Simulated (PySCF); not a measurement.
Work out the structure from these simulated measurements.

Elements present: C, H and O. Monoisotopic mass: 105.0335 u (electron mass counted); charge +1.

| Property | Result |
| --- | --- |
| 13C NMR | chemical shifts (computed TMS as zero) by class: 170.5 (1 C), 165.5 (1 C), 153.5 (2 C), 144.6 (2 C), 86.3 (1 C) ppm [GIAO B3LYP/pcSseg-2] |
| Rotational structure | rotational constants A, B, C: 5.485, 1.525, 1.193 GHz [PBE0-D3(BJ)/def2-SVP] |
| NMR, other nuclei | isotropic shieldings of nuclei other than C and H, by class: -55 (1 O) ppm [GIAO B3LYP/pcSseg-2] |
| Valence photoelectron | vertical ionisation energy: 14.90 eV [ΔSCF CAM-B3LYP/def2-SVPD] |
| Polarisability | 77.9 au [CAM-B3LYP/def2-SVPD] |
| UV, strongest line | among the 10 lowest singlet transitions: S8 at 6.97 eV (178 nm, f = 0.431) [TDDFT CAM-B3LYP/def2-SVPD] |
| Triplet | lowest triplet excitation (Tamm–Dancoff): 3.17 eV [TDA CAM-B3LYP/def2-SVPD] |
| Couplings | largest of the computed one-bond spin–spin couplings (means over like bonds): 13C–1H +187.3 (×2), 13C–1H +187.2 (×2), 13C–1H +181.3, 13C–13C +95.3, 13C–13C +62.6 (×2), 13C–13C +62.4 (×2), 13C–13C +58.0 (×2), 17O–13C +13.5 Hz [B3LYP/pcJ-1, spin–dipole term left out] |

The electronic properties come from PySCF, for the isolated species, density fitting. Levels stand in brackets. Geometry: PBE0-D3(BJ)/def2-SVP; no solvent, vibrations or thermal averaging. Each NMR value is the plain mean over a class of atoms that symmetry, rotation or inversion makes alike.

Question: Which formula fits the mass and the elements?

Answer: C7H5O (calculated 105.0335). No other formula that holds each of these elements comes within 0.0003 u with a fitting electron parity and a possible valence count.

Question: Give a SMILES that accounts for the data.

Answer: Numbering: `[O+:1]#[C:2][c:3]1[cH:4][cH:5][cH:6][cH:7][cH:8]1`. 7 carbons fall into 5 classes; from least to most shielded: triply bonded carbon [C2] (170.5 ppm), aromatic CH carbon [C6] (165.5 ppm), aromatic CH carbon [C4/C8] (153.5 ppm, 2 C), aromatic CH carbon [C5/C7] (144.6 ppm, 2 C), substituted aromatic carbon [C3] (86.3 ppm). The other shieldings belong to: -55 ppm, oxygen bonded to C [O1]. The couplings run between: +187.3 Hz, aromatic CH carbon [C4] and its hydrogen (with 1 like pair); +187.2 Hz, aromatic CH carbon [C5] and its hydrogen (with 1 like pair); +181.3 Hz, aromatic CH carbon [C6] and its hydrogen; +95.3 Hz, triply bonded carbon [C2] and substituted aromatic carbon [C3]; +62.6 Hz, aromatic CH carbon [C4] and aromatic CH carbon [C5] (with 1 like pair); +62.4 Hz, substituted aromatic carbon [C3] and aromatic CH carbon [C4] (with 1 like pair); +58.0 Hz, aromatic CH carbon [C5] and aromatic CH carbon [C6] (with 1 like pair); +13.5 Hz, oxygen bonded to C [O1] and triply bonded carbon [C2]. The first electron is taken from the HOMO, whose largest Löwdin shares are 0.22 on each of 2 atoms of one kind (aromatic CH carbon) and 0.19 on each of 2 atoms of one kind (aromatic CH carbon). The optimised geometry has point group C2v and is an asymmetric top. Structure: `c1c(cccc1)C#[O+]`. Computed isomers that give other values at the same levels: `C#Cc1cccc[o+]1` (rotational constant A: 5.853 GHz; this holds for the one conformer computed). The assignments are read from this structure; whether some other isomer fits the data as well wasn't checked.
